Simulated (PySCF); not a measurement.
An unknown shows these calculated signals:

1H NMR (500 MHz, computed): δ 4.96 (quint, J = 2.0 Hz, 1H), 4.92 (sept, J = 1.5 Hz, 1H), 1.97 (t, J = 1.7 Hz, 3H), 1.96 (td, J = 8.4, 1.4 Hz, 2H).

13C{1H} NMR (computed): δ 142.2 (C), 112.0 (CH2), 26.4 (CH3), 26.1 (CH2, t, J = 29.1 Hz).

- GIAO KT3/pcSseg-2 shieldings
- geometry from PBE0-D3(BJ)/def2-SVP
- couplings computed with B3LYP/pcJ-1 (spin–dipole term only in couplings to heteroatoms)
- code: PySCF
- a single conformation, no relativistic terms, no solvent model, one averaged value for each set of equivalent atoms

Scale: 1H, 13C against TMS (reference shieldings calculated alike).

Q: Which of these does the molecule contain: a Si–H bond, an NH or NH2 group, a non-aromatic C=C double bond, a (CH3)2CH unit?

A: 
- A Si–H bond: no.
- An NH or NH2 group: no.
- A non-aromatic C=C double bond: yes.
- A (CH3)2CH unit: no.

The data belong to SMILES C=C(C)CB(F)F, C4H7BF2; they needn't prove each group on their own.

Carbon signals by region: 2 in the sp2 and nitrile region (100–160 ppm), 2 below 50 ppm.

A carbon bonded to boron is broadened by the quadrupolar boron nucleus and is often missing from a measured spectrum. C–F couplings over four or more bonds (about 3 Hz to the para carbon of a fluoroarene) are left out. Splittings below 1 Hz are ignored in the labels, and close J values are merged. Shifts are as computed, not scaled to solution data. Of 1313 compounds with measured shifts, 239 miss one by over three times the rms of a fit or turn the order of signals round; such compounds aren't used in these exercises. 3J across rotatable bonds or in flexible rings reflects this conformer alone.
